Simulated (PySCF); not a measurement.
## Vertical excitation energies

Species: SiI₂.
InChI=1S/I2Si/c1-3-2

Theory: PySCF, TDDFT wB97X-D/def2-SVPD, vertical, gas phase, core orbitals frozen in the response, def2 core potentials past Kr. Geometry: PBE0-D3(BJ)/def2-SVP; no solvent, vibrations or thermal averaging. Spin–orbit coupling is left out.

Task: Predict the UV-vis stick spectrum at this level.

Result: 

| state | E (eV) | λ (nm) | f | \|μ\| (D) | symmetry | main configurations (H = HOMO, L = LUMO) |
| --- | --- | --- | --- | --- | --- | --- |
| S1 | 2.71 | 456.8 | 0.0040 | 0.63 | B1 or B2 | H→L (100%) |
| S2 | 3.19 | 388.2 | 0.0000 | 0.00 | – | H-1→L (99%) |
| S3 | 3.93 | 315.6 | 0.052 | 1.87 | B1 or B2 | H-2→L (92%) |
| S4 | 4.53 | 273.9 | 0.0033 | 0.44 | B1 or B2 | H-4→L (99%) |
| S5 | 4.60 | 269.4 | 0.0009 | 0.23 | – | H-3→L (62%), H→L+1 (35%) |
| S6 | 5.11 | 242.5 | 0.108 | 2.36 | A1 | H→L+1 (61%), H-3→L (31%) |
| S7 | 5.18 | 239.6 | 0.0007 | 0.19 | – | H-1→L+1 (66%), H→L+2 (30%) |
| S8 | 5.30 | 234.0 | 0.0000 | 0.00 | – | H-5→L (98%) |
| S9 | 5.51 | 225.1 | 0.0000 | 0.00 | – | H-2→L+1 (94%) |
| S10 | 5.72 | 216.7 | 0.0028 | 0.36 | A1 | H-1→L+2 (90%) |

Triplets (Tamm–Dancoff): T1 1.81 eV, H→L (93%); T2 3.08 eV, H-1→L (99%); T3 3.29 eV, H-2→L (99%); T4 3.84 eV, H-3→L (98%).

The lowest singlet lies at 2.71 eV (457 nm, visible) and is very weak; its leading configuration is HOMO→LUMO (100%). The strongest level in the table is S6 at 5.11 eV (242 nm, f = 0.108). Löwdin shares by element: HOMO iodine 59%, silicon 41%; LUMO silicon 67%, iodine 33%. The listed states span 3.01 eV, and the widest gap between neighbours is 0.73 eV (S2 to S3). Orbital energies (eV): HOMO-3 -10.56, HOMO-2 -9.69, HOMO-1 -9.32, HOMO -8.90, LUMO -1.72, LUMO+1 0.23, LUMO+2 0.66. Of the 10 states listed, 2 reach f = 0.01 and 3 stay under 0.0005. 2 computed singlets (S1 to S2) lie in the visible range (380 to 750 nm), the largest f among them at 457 nm, f = 0.0040; light of that wavelength is blue, and its complementary colour is yellow; a Tamm–Dancoff triplet lies at 686 nm, without intensity as long as spin–orbit coupling is left out. All these states lie below the vertical ionisation energy of 9.11 eV (ΔSCF). Symmetry labels in C2v follow from the direction of the transition dipole and are given only for states with f of 0.002 or more; B1 and B2 swap with the choice of axes. The window holds the lowest 10 singlets.

Hardware: Arm Neoverse V1, one thread, on a shared host. Cost: 21 s.
